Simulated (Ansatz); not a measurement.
Ansatz (a first-principles code) input (B3LYP/LANL2DZ): The .json file is the Basis Set Exchange's LANL2DZ.

Ansatz 0.2 input:
```yaml
crystal:
  periodic: [false, false, false]
  atoms:
    - {symbol: F, position_ang: [-0.00000000, -0.00000000, -2.39460900]}
    - {symbol: Be, position_ang: [-0.00000000, -0.00000000, -1.02112800]}
    - {symbol: Be, position_ang: [0.00000000, 0.00000000, 1.02112800]}
    - {symbol: F, position_ang: [0.00000000, 0.00000000, 2.39460900]}
basis:
  gaussian:
    orbitals: LANL2DZ.json
hamiltonian:
  xc: {name: B3LYP}
output: {forces: true}
```

Output:

```
Functional definition: B3LYP
integrals: 0.01 GiB planned
414 factors; integrals over basis functions are off by at most 9.7e-5 eV
mean field: 0.08 GiB planned
mean field evaluation 1: about -6236.6590 eV, gradient 4.9e1 eV
mean field evaluation 2: about -6216.8743 eV, gradient 1.2e2 eV
mean field evaluation 4: about -6241.0670 eV, gradient 8.1e-1 eV
mean field evaluation 8: about -6241.0903 eV, gradient 8.1e-3 eV
mean field evaluation 16: about -6241.0903 eV, gradient 7.6e-6 eV
mean field -6241.09033584 eV, -229.3558394790 hartree, gradient 7.6e-6 eV, S^2 0.000000; 0 other end points of the search recorded, 0 dependent functions left out
the calculation of the forces begins
reference -6241.09057795 eV, -229.3558483764 hartree; 13, 13 occupied and 23, 23 virtual orbitals, 414 factors
Total energy: -6241.09057795 eV, -229.3558483764 hartree
Atom 0 at    -0.000000    -0.000000    -2.394609 Å, force     0.000000     0.000000    -1.952769 eV/Å
Atom 1 at    -0.000000    -0.000000    -1.021128 Å, force    -0.000000    -0.000000     2.223498 eV/Å
Atom 2 at     0.000000     0.000000     1.021128 Å, force    -0.000000    -0.000000    -2.223498 eV/Å
Atom 3 at     0.000000     0.000000     2.394609 Å, force     0.000000     0.000000     1.952769 eV/Å
Dipole moment:    -0.000000    -0.000000     0.000000 e Å
```

The geometry given is a B3LYP-D3(BJ)/def2-TZVP minimum.
